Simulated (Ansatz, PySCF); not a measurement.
Reaction (SMILES): CN(C)[SiH2]C[SiH3] + C (CH4) + 2 N (NH3) + [SiH4] (SiH4) → 2 CN (CH5N) [methanamine] + 2 C[SiH3] + N[SiH3]
Geometries: B3LYP-D3(BJ)/def2-TZVP minima from Ansatz (an electronic-structure program), one conformer each, not searched for the lowest. Frequencies are from Ansatz or PySCF.

Wanted: bond separation energy (0 K, with B3LYP-D3(BJ) harmonic zero-point energies), in kJ/mol. Cores are frozen in the correlated levels unless marked. No spin-orbit coupling. Non-relativistic. CBS(X,Y): correlation extrapolated as X^-3; Hartree-Fock from the larger set. [CCSD(T)-MP2]/basis is that difference in the basis named.

```json
[
 {"level": "HF/STO-3G", "program": "Ansatz", "bond separation energy (kJ/mol)": "6.7"}
]
```

Problem. What does RI-MP2/CBS(cc-pV(T+d)Z,cc-pV(Q+d)Z)+[CCSD(T)-MP2]/cc-pV(T+d)Z (Ansatz) give?

Solution. 46.9 kJ/mol, so HF/STO-3G differs from it by -40.2 kJ/mol.
